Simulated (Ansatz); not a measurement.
# Ligand exchange: IBr + Sn(CH3)4 → CH3I + Sn(CH3)3Br

Gas-phase species: IBr, singlet; Sn(CH3)4 (tetramethyltin), singlet; CH3I (methyl iodide) `CI`, singlet; Sn(CH3)3Br (trimethyltin bromide), singlet. The partners trade Br for CH3: I–Br and Sn–CH3 bonds give way to I–CH3 and Sn–Br.

Shapes, held fixed at every level: PBE0-D4/def2-TZVP. Programs: Ansatz 0.2.0. Electronic energies: no zero-point or thermal term.

| level | kind | ΔE (kJ/mol) | less CCSD(T)/def2-TZVPP |
| --- | --- | --- | --- |
| r2SCAN-D4/def2-TZVPP | meta-GGA | -143.1 | -0.6 |
| PBE0-D4/def2-TZVPP | global hybrid | -138.4 | +4.1 |
| wB97M-V/def2-TZVPP | range-separated hybrid | -138.3 | +4.2 |
| MP2/def2-SVP | perturbation theory | -154.0 | -11.5 |
| MP2/def2-TZVPP | perturbation theory | -151.5 | -9.0 |
| CCSD(T)/def2-SVP | coupled cluster or CI | -144.5 | -2.0 |
| CCSD/def2-SVP | coupled cluster or CI | -145.8 | -3.3 |
| CCSD(T)/def2-TZVPP | coupled cluster or CI | -142.5 | 0.0 |

The highest level, CCSD(T)/def2-TZVPP, gives ΔE = -142.5 kJ/mol; the levels span -154.0 to -138.3. The column of differences is taken from that level and isn't an error. No measured value is set beside it here. For atoms past krypton def2 sets carry core potentials with scalar relativity. Relativity is left out for Br. Outer-core shells of Br, I, Sn are correlated, in sets that cover them unevenly.
